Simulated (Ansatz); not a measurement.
Species: C2H6FGa, SMILES `[CH3][Ga]([CH3])[F]` (charge 0, multiplicity 1).

Q: Give a relaxed geometry from B3LYP-D3(BJ)/def2-TZVP in Ansatz (a program for electronic structure).

A: the end point of this relaxation (outside a Z-matrix the atoms follow the SMILES, hydrogens last).
Z-matrix (Å, degrees):
```
Ga
F 1 1.7863
C 1 1.9661 2 112.04
H 3 1.0893 1 112.26 2 -177.07
H 3 1.0910 4 109.20 1 -121.49
H 3 1.0914 4 109.01 5 -117.30
C 1 1.9661 2 112.10 3 179.69
H 7 1.0893 1 112.21 2 170.70
H 7 1.0906 8 109.39 1 121.73
H 7 1.0917 8 108.78 9 117.33
```
